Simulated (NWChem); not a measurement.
## Which level was it?

The species is C2H5AlO (9 atoms), meant as a singlet with charge 0. As SMILES, `[CH3][Al]1[CH2][O]1`. Geometry: relaxed at PBE0-D4/def2-TZVP.

```xyz
9

C    -0.6709    1.3202   -1.0815
Al    0.0513   -0.0767    0.0442
C     0.6787   -1.2802    1.3493
O     0.7893   -1.6095   -0.0979
H     0.0397    1.5750   -1.8721
H    -0.9002    2.2260   -0.5175
H    -1.5912    0.9768   -1.5621
H     0.0385   -1.9805    1.8877
H     1.6532   -1.1974    1.8328
```

Orbital energies and the dipole are those of the mean-field step.

A calculation with NWChem 7.3.0 gave:

| Property | Result |
| --- | --- |
| total energy | -395.8674 Eh |
| dipole moment | 3.18 D |
| HOMO energy | -9.00 eV |
| LUMO energy | 2.26 eV |
| HOMO–LUMO gap | 11.26 eV |
| largest force | 1.032 eV/Å |

**Question.** Which of these levels gave the numbers?
A. HF/3-21G
B. MP2/6-31G* (spherical functions)
C. PBE0/6-31G* (spherical functions)
D. B3LYP/6-31G* (Cartesian functions)

**Answer.** B. The others give -393.2234 Eh (HF/3-21G), -396.8542 Eh (B3LYP/6-31G* (Cartesian functions)), -396.5338 Eh (PBE0/6-31G* (spherical functions)).
